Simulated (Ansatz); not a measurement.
Program: Ansatz. Geometries: PBE0-D4/def2-TZVP. ΔE: electronic, gas phase. CBS: MP2 limit from def2 TZ/QZ plus the TZ coupled-cluster correction, frozen cores. This one scheme is used for every species. Functionals use def2-TZVPP. For As outer-core shells are correlated without core-valence functions, which leaves a few kJ/mol of doubt a bond. Scalar relativity is left out up to krypton. Each species was taken in one conformer, which may not be the lowest.

Consider the cleavage of the B–Si bond: `[AlH2][SiH2]BC[SiH3]` + arsine → `[SiH3]CB[AsH2]` + `[AlH2][SiH3]`.

CCSD(T)/CBS gives -0.30 eV.

(1) Another level gave -0.23 eV. Which?
A. SCS-MP2/def2-TZVPP
B. r2SCAN/def2-TZVPP
C. ωB97X-V/def2-TZVPP
D. PBE-D4/def2-TZVPP

Largest T1 diagnostic among the species: 0.014.

Answers

(1) B. r2SCAN -0.23, SCS-MP2/def2-TZVPP -0.35, ωB97X-V -0.28, PBE-D4 -0.17 eV.

From PBE to PBE0 (25 % exact exchange), in def2-TZVPP and without D4, ΔE moves by −0.05 eV. In def2-TZVPP, CCSD(T) changes the Hartree–Fock value by +0.10 eV (the triples alone add +0.02 eV) and MP2 by +0.03 eV.
